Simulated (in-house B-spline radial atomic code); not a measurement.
Binding energies in Ar²⁺

NIST's tabulated ground configuration is [Ne] 3s2 3p4; each binding energy is the energy of the ion with one electron taken from that subshell, relaxed, less that of the parent. Computed with a radial B-spline atomic code at the basis-set limit: Dirac-Kohn-Sham LDA VWN5, spherical fractional occupations, Fermi nucleus of rms radius 3.4274 fm. Energies include first-order Breit, QED and recoil terms.

```csv
subshell,X-ray name,binding energy (eV),-ε (eV),relaxation (eV)
1s,K,3243,3140.8,-105.1
2s,L1,346.3,325.9,-20.6
2p1/2,L2,284.2,261.4,-23.0
2p3/2,L3,281.9,259.2,-22.8
3s,M1,58.14,50.47,-7.69
3p,"M2,3",42.65,35.50,-7.16
```

Relaxation = -ε minus the binding energy without Breit, QED and recoil terms. With a density functional, K lines can miss by some tenths of a per cent, more in light atoms. For a density functional the relaxation so defined is negative, because -ε of a Kohn-Sham level is smaller than the binding energy.

Emission lines follow as differences of binding energies, with λ = 12398.42 eV·Å / E:

| line | holes | energy (eV) | wavelength (Å) |
| --- | --- | --- | --- |
| K-L3 | 1s → 2p3/2 | 2961.1 | 4.1871 |
| K-L2 | 1s → 2p1/2 | 2958.8 | 4.1904 |
| L3-M1 | 2p3/2 → 3s | 223.8 | 55.409 |

Task: What screening constant σ does Moseley's law, E = (3/4)·13.6057 eV·(Z - σ)², need for K-L3?

Result: σ = 0.97.

Task: What does it cost to remove two 3p electrons?

Result: 100.38 eV, which is 15.07 eV more than the two single binding energies together.

Task: What does it cost to remove both a 2s and a 3p electron?

Result: 408.26 eV, which is 19.27 eV more than the two single binding energies together.

Task: What does it cost to remove both a 2p3/2 and a 3s electron?

Result: 360.22 eV, which is 20.19 eV more than the two single binding energies together.
